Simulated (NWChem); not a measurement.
Species: BO cation

```xyz
2

B      0.0000     0.0000    -0.7253
O      0.0000     0.0000     0.4611
```
Atoms are numbered in this order, from 1.

Program: NWChem. Pople sets run with spherical d functions. STO-3G and 3-21G are far too small for this property and stand as cheap habits. Structure relaxed at the PBE0/def2-SVP level. GIAO values for the isolated, static molecule; σ is the absolute isotropic shielding, δ = σ(reference) − σ with the isolated reference molecule computed at the same levels (11B: boron trifluoride, 17O: water).

```csv
level,δ B1 (ppm),δ O2 (ppm)
Hartree-Fock/6-31G*,41.1,-72.1
Hartree-Fock/STO-3G,11.4,43.9
B3LYP/6-311G**,48.7,-126.4
```
